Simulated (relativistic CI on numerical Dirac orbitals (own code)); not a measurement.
**Charge states of iron**

Computed by Dirac-Coulomb-Breit CI, KLI orbitals optimised for each configuration, model QED, valence Slater integrals scaled by 0.9 (own radial code, finite nucleus).

Each species is treated in one configuration, given outside its closed core. Radial values are for the open shell of highest l, unscaled and averaged over j; ζ includes the Breit term. Labels give the leading LS character, summed over repeated terms.

| Ion | Configuration | Its lowest level | LS weight (%) | ζ (cm⁻¹) | F² (cm⁻¹) | F⁴ (cm⁻¹) | Next level | E (cm⁻¹) |
| --- | --- | --- | --- | --- | --- | --- | --- | --- |
| Fe | 3d6 4s2 | 5D_4 | 100 | 392 | 83350 | 51540 | 5D_3 | 407.43 |
| Fe+ | 3d6 4s | 6D_9/2 | 100 | 392.5 | 85110 | 52710 | 6D_7/2 | 373.16 |
| Fe2+ | 3d6 | 5D_4 | 100 | 395.1 | 87940 | 54600 | 5D_3 | 419.76 |
| Fe3+ | 3d5 | 6S_5/2 | 100 | 452.6 | 96650 | 60420 | 4G_11/2 | 33056 |
| Fe4+ | 3d4 | 5D_0 | 100 | 513.1 | 104600 | 65740 | 5D_1 | 137.69 |
| Fe5+ | 3d3 | 4F_3/2 | 100 | 576.5 | 112000 | 70700 | 4F_5/2 | 493.67 |
| Fe6+ | 3d2 | 3F_2 | 100 | 643.1 | 118900 | 75370 | 3F_3 | 1016.3 |
| Fe7+ | 3d | 2D_3/2 | 100 | 713.3 |  |  | 2D_5/2 | 1790.5 |
| Fe8+ | 3s2 3p6 | 1S_0 | 100 |  |  |  |  |  |
| Fe9+ | 3s2 3p5 | 2P°_3/2 | 100 | 10550 |  |  | 2P°_1/2 | 15858 |
| Fe10+ | 3s2 3p4 | ? | ? | ? | ? | ? | ? | ? |
| Fe11+ | 3s2 3p3 | 4S°_3/2 | 97 | 11620 | 140200 |  | 2D°_3/2 | 42795 |
| Fe12+ | 3s2 3p2 | 3P_0 | 97 | 12180 | 142800 |  | 3P_1 | 9318 |
| Fe13+ | 3s2 3p | 2P°_1/2 | 100 | 12740 |  |  | 2P°_3/2 | 19158 |
| Fe14+ | 3s2 | 1S_0 | 100 |  |  |  |  |  |
| Fe15+ | 3s | 2S_1/2 | 100 |  |  |  |  |  |
| Fe16+ | 2s2 2p6 | 1S_0 | 100 |  |  |  |  |  |
| Fe17+ | 2s2 2p5 | 2P°_3/2 | 100 | 68130 |  |  | 2P°_1/2 | 102460 |
| Fe18+ | 2s2 2p4 | 3P_2 | 89 | 71060 | 428700 |  | 3P_0 | 77424 |
| Fe19+ | 2s2 2p3 | 4S°_3/2 | 87 | 74090 | 437300 |  | 2D°_3/2 | 130150 |
| Fe20+ | 2s2 2p2 | 3P_0 | 91 | 77230 | 445800 |  | 3P_1 | 72936 |
| Fe21+ | 2s2 2p | 2P°_1/2 | 100 | 80470 |  |  | 2P°_3/2 | 120990 |
| Fe22+ | 2s2 | 1S_0 | 100 |  |  |  |  |  |
| Fe23+ | 2s | 2S_1/2 | 100 |  |  |  |  |  |

(1) Fill in the row of Fe10+.

With one configuration, terms of near-neutral atoms and ions can be 10 to 25 % off, and close levels can change places.

At low charge ζ of a weakly bound d or f electron comes out too small.

## Answers

(1) Its lowest level 3P_2; LS weight (%) 96; ζ (cm⁻¹) 11080; F² (cm⁻¹) 137400; Next level 3P_1; E (cm⁻¹) 12789.
